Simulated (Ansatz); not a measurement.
Job for Ansatz (a quantum-chemistry and plane-wave program): U-CCSD(T)/def2-TZVPP on BeSi+, 2S+1 = 2, a spin state set in the input, which need not be the lowest, a point of a bond scan (R = 2.292 Å). Charge +1.

Ansatz 0.2 input:
```yaml
crystal:
  periodic: [false, false, false]
  atoms:
    - {symbol: Be, position_ang: [0.00000000, 0.00000000, 0.00000000]}
    - {symbol: Si, position_ang: [0.00000000, 0.00000000, 2.29187300]}
basis:
  gaussian:
    orbitals: def2-TZVPP
    pivot_positions_ang: [[0.00000000, 0.00000000, 0.00000000], [0.00000000, 0.00000000, 2.29187300]]
total_charge: 1
magnetization: {spin_polarized: true, initial_magnetization: 1}
correlation: {method: ccsd_t, electrons: valence}
output: {orbitals: {seedname: ./end}}
```

Output:

```
WARN ansatz: RAYON_NUM_THREADS=1 ignored (pool sized by the plan → 1); use --threads N
Functional definition: HF
integrals: 0.04 GiB planned
453 factors; integrals over basis functions are off by at most 3.7e-4 eV
mean field: 0.10 GiB planned
mean field evaluation 1: about -8250.0091 eV, gradient 5.5e0 eV
mean field evaluation 2: about -8250.0099 eV, gradient 5.5e0 eV
mean field evaluation 4: about -8250.2902 eV, gradient 7.5e-1 eV
mean field evaluation 8: about -8250.3001 eV, gradient 4.0e-2 eV
mean field evaluation 16: about -8250.3725 eV, gradient 1.5e0 eV
mean field evaluation 32: about -8250.3002 eV, gradient 1.4e-2 eV
mean field evaluation 64: about -8250.4350 eV, gradient 2.7e-3 eV
mean field evaluation 96: about -8249.7565 eV, gradient 3.5e0 eV
mean field evaluation 128: about -8250.3582 eV, gradient 4.5e-1 eV
mean field evaluation 160: about -8250.3727 eV, gradient 2.7e-4 eV
mean field evaluation 192: about -8250.2341 eV, gradient 3.7e-1 eV
mean field evaluation 224: about -8249.2017 eV, gradient 7.9e-1 eV
mean field evaluation 256: about -8249.2185 eV, gradient 1.6e-1 eV
mean field evaluation 288: about -8248.6139 eV, gradient 2.0e-1 eV
mean field evaluation 320: about -8249.2766 eV, gradient 2.2e0 eV
mean field evaluation 352: about -8249.0009 eV, gradient 3.9e0 eV
mean field evaluation 384: about -8247.6478 eV, gradient 5.1e-2 eV
mean field evaluation 416: about -8250.3001 eV, gradient 1.5e-2 eV
mean field evaluation 448: about -8249.2127 eV, gradient 4.7e-1 eV
mean field evaluation 480: about -8248.7524 eV, gradient 1.3e-1 eV
mean field evaluation 512: about -8247.6472 eV, gradient 3.8e-1 eV
mean field evaluation 544: about -8247.6463 eV, gradient 2.4e-4 eV
mean field evaluation 576: about -8247.8030 eV, gradient 3.3e-3 eV
mean field evaluation 608: about -8247.6003 eV, gradient 4.9e-4 eV
mean field evaluation 640: about -8249.2151 eV, gradient 3.8e-1 eV
mean field evaluation 672: about -8248.7591 eV, gradient 3.8e-2 eV
mean field evaluation 704: about -8248.7557 eV, gradient 9.5e-2 eV
mean field evaluation 736: about -8247.6006 eV, gradient 6.4e-2 eV
mean field evaluation 768: about -8247.6461 eV, gradient 1.7e-1 eV
mean field evaluation 800: about -8250.3001 eV, gradient 6.7e-3 eV
mean field -8250.43470980 eV, -303.1978832397 hartree, gradient 2.4e-6 eV, S^2 1.261933; 23 other end points of the search recorded, 0 dependent functions left out
determinant -8250.43470980 eV, -303.1978832397 hartree, with singles and doubles -8254.21284211 eV, -303.3367270412 hartree
determinant -8250.37269517 eV, -303.1956042442 hartree, with singles and doubles -8254.20023847 eV, -303.3362638660 hartree
determinant -8249.78871212 eV, -303.1741432626 hartree, with singles and doubles -8253.40820507 eV, -303.3071571754 hartree
determinant -8249.21963289 eV, -303.1532299869 hartree, with singles and doubles -8252.17446269 eV, -303.2618179792 hartree
determinant -8248.75932864 eV, -303.1363141177 hartree, with singles and doubles -8252.33123760 eV, -303.2675793507 hartree
determinant -8248.61856721 eV, -303.1311412306 hartree, with singles and doubles -8252.27827721 eV, -303.2656330925 hartree
determinant -8247.80299185 eV, -303.1011693888 hartree, with singles and doubles -8251.89319221 eV, -303.2514814798 hartree
determinant -8247.65391607 eV, -303.0956909550 hartree, with singles and doubles -8251.66826628 eV, -303.2432156041 hartree
determinant -8247.64634946 eV, -303.0954128873 hartree, with singles and doubles -8251.71160066 eV, -303.2448081133 hartree
determinant -8247.60033125 eV, -303.0937217492 hartree, with singles and doubles -8251.63018462 eV, -303.2418161289 hartree
determinant -8250.43470980 eV, -303.1978832397 hartree, with singles and doubles -8254.19603949 eV, -303.3361095561 hartree
determinant -8250.37269517 eV, -303.1956042442 hartree, with singles and doubles -8254.17600165 eV, -303.3353731792 hartree
determinant -8250.30010992 eV, -303.1929367853 hartree, with singles and doubles -8254.26196465 eV, -303.3385322613 hartree
5 core orbitals not correlated, not the lowest: weight in the atoms' cores, before any rotation towards them, 1.000 or more for the frozen orbitals, at most 0.000 for the correlated occupied ones
reference -8250.43470980 eV, -303.1978832397 hartree; 4, 3 occupied and 52, 53 virtual orbitals, 453 factors
second order -2.72435397 eV of doubles, -0.00000000 eV of singles
coupled cluster: 0.14 GiB planned
cycle   1  -3.76132899 eV  change    7.0e-7 eV  update   2.7e-6
coupled cluster: 0.14 GiB planned
perturbative correction -0.15944641 eV, -0.0058595474 hartree
Total energy: -8254.35548520 eV, -303.3419690778 hartree
```

The run converged. Its determinant has ⟨S²⟩ = 1.26, a mixture of spin states.

Cost: around 12 core-seconds (rough).
